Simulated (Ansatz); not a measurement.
Compare A (`CC1B[SiH2]S1`) with its isomer B (`BSC(=C)[SiH3]`).

Isolated molecules relaxed with PBE0-D4/def2-TZVP in Ansatz; ΔE leaves out vibrations. CBS: MP2 limit from def2 TZ/QZ plus the TZ coupled-cluster correction, frozen cores. Functionals use def2-TZVPP. B3LYP here is the variant with VWN-RPA as its local correlation; programs differ in this. Each species was taken in one conformer, which may not be the lowest.

**Question.** Which is lower in electronic energy at CCSD(T)/CBS, and by how much? (An estimate is asked.)

**Answer.** Computed: B, by 6.9 kJ/mol.

**Question.** Give E(B) − E(A) in kJ/mol with ωB97M-V, CCSD(T)/def2-TZVPP, r2SCAN-D4, HF/def2-TZVPP, B3LYP-D4, PBE-D4, B3LYP. (An estimate is asked.)

**Answer.** Ansatz gave: ωB97M-V -4.7, CCSD(T)/def2-TZVPP -11.6, r2SCAN-D4 -6.9, HF/def2-TZVPP -14.5, B3LYP-D4 -19.9, PBE-D4 -2.4, B3LYP -19.3. None reverses the order clearly.

Largest T1 diagnostic: 0.014.

From PBE to PBE0 (25 % exact exchange), in def2-TZVPP and without D4, E(B) − E(A) moves by +10.9 kJ/mol.
